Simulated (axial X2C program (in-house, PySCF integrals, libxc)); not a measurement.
**VH⁺: cheaper levels and CCSD(T), with spin–orbit coupling**

Computed with an axial X2C code built on PySCF integrals. Two-component (2c) means X2C with spin–orbit coupling and atomic mean-field two-electron Coulomb and Gaunt terms. Basis: V dyall-cv3z [10s10p6d4f2g], H dyall-v3z [6s2p1d] (cores contracted in-house); Gaussian nuclei, density fitting, unrestricted open shells. Masses: V 50.944 u, H 1.008 u.

State: Ω = 1/2 (⟨Sz⟩ = -1.50, ⟨Lz⟩ = 2.00 at HF); fragments V+ + H.

```tsv
level	Re (Å)	ωe (cm⁻¹)
PBE0	1.631	1827.8
HF	1.708	1748.8
MP2	1.658	1829.0
CCSD	1.664	1792.1
PBE	1.629	1797.8
```

Correlated methods: 5 electrons correlated (number of frozen shells: V 3 s, 2 p; H none), 213 virtual spin orbitals or spinors in MP2, 67 natural virtuals in coupled cluster.

CCSD(T), same Hamiltonian and basis:

Re = 1.661 Å, ωe = 1792.7 cm⁻¹; T1 = 0.033 (Lee–Taylor normalisation).

(1) Give the differences from CCSD(T) in the columns below.

The state is a single determinant with fixed occupations, the lowest that a limited PBE0 search found. De is not given where an atomic determinant may have missed its ground term or J level, or where the truncated virtual space spoils (T). Density functionals use the spin component along the axis (collinear). Coupled cluster ran in a truncated set of natural virtual spinors; the MP2 energy of the rest was added. (T) has no such correction and the atoms are truncated less, which lowers De at CCSD(T) by a hundredth of an eV or more. Other states lie close and PBE0, whose exact exchange favours high spin, may order them wrongly; the determinant shown need not be the ground state. The nearest other 2c determinant of the search, Ω = 7/2, lies 0.04 eV up at the distance of the search. The functionals have no current-density term, which raises determinants with orbital currents, atoms included. With several unpaired electrons one determinant need not be a pure state. The outer-core s and p shells of the metal are frozen in the correlated rows, which leaves out core–valence correlation; for alkali and alkaline-earth bonds that tends to lengthen them.

Answers

(1) 

```csv
level,ΔRe (Å),Δωe (cm⁻¹)
PBE0,-0.030,35
HF,0.047,-44
MP2,-0.003,36
CCSD,0.003,-1
PBE,-0.032,5
```
